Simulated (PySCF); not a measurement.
# C²⁺: excitation energy

C²⁺ [He] 2s2 (1S) → C²⁺ [He] 2s1 2p1 (3P), as a difference of total energies. Calculation: PySCF 2.14, in aug-cc-pCVTZ-DK; scalar relativity by spin-free X2C-1e. Correlated levels: valence: 1s2 frozen; valence and next inner shell: nothing frozen. The calculations carry no spin-orbit coupling.

| method | excitation energy (eV) |
| --- | --- |
| UHF | 4.688 |
| LDA | 5.743 |
| PBE | 5.642 |
| PBE0 | 5.587 |
| r2SCAN | 5.096 |
| B2PLYP | 5.848 |
| wB97M-V | 6.266 |
| TPSSh | 5.642 |
| r2SCANh | 5.136 |
| MP2 (valence) | 5.793 |
| SCS-MP2 (valence) | 6.099 |
| MP2 (valence and next inner shell) | 5.802 |
| SCS-MP2 (valence and next inner shell) | 6.113 |

**Question.** How much does correlation contribute at MP2 (valence and next inner shell)?

**Answer.** 5.802 − (4.688) = 1.114 eV, measured against UHF.

A first-order spin-orbit estimate (lowest level to lowest level, LS coupling) adds -0.007 eV.
